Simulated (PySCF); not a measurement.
Electronic structure of Al+ (aluminium, charge +1) at the PBE level

Configuration: [Ne] 3s1 3p1, high-spin 3P determinant (an excited configuration). Computed with PySCF 2.14 in dyall-acv3z (19s12p6d4f, 113 functions), with no relativity, point nucleus.

| Item | Value |
| --- | --- |
| Total energy | -241.8471 hartree |
| One-electron energy | -332.1039 hartree |
| Hartree (Coulomb) energy | 108.4828 hartree |
| Exchange-correlation energy | -18.2260 hartree |
| Kinetic energy | 241.48488 hartree |
| ⟨S²⟩ | 2.0000 |
| ⟨L²⟩ | 2.002 |
| Sum of ⟨r⟩ | 10.23 bohr |
| Sum of ⟨r²⟩ | 19.02 bohr² |
| Traceless quadrupole moment −½Σ⟨3z² − r²⟩ along its main axis | -3.75 e·bohr² |
| Density at the nucleus (Gaussians lack the cusp) | 1400 bohr⁻³ |
| Spin density at the nucleus | 3.53 bohr⁻³ |
| Langevin diamagnetic susceptibility | -15.1 ×10⁻⁶ cm³/mol |

| shell | electrons | mean orbital energy (hartree) | spread (hartree) | rms radius, mean of both spins (bohr) |
| --- | --- | --- | --- | --- |
| 1s α | 1 | -55.77241 | 0 | 0.140 |
| 1s β | 1 | -55.76569 | 0 | 0.140 |
| 2s α | 1 | -4.32094 | 0 | 0.687 |
| 2s β | 1 | -4.31003 | 0 | 0.687 |
| 2p α | 3 | -2.92362 | 0.00779 | 0.679 |
| 2p β | 3 | -2.91160 | 0.01478 | 0.679 |
| 3s α | 1 | -0.59602 | 0 | 2.50 |
| 3p α | 1 | -0.38659 | 0 | 3.00 |
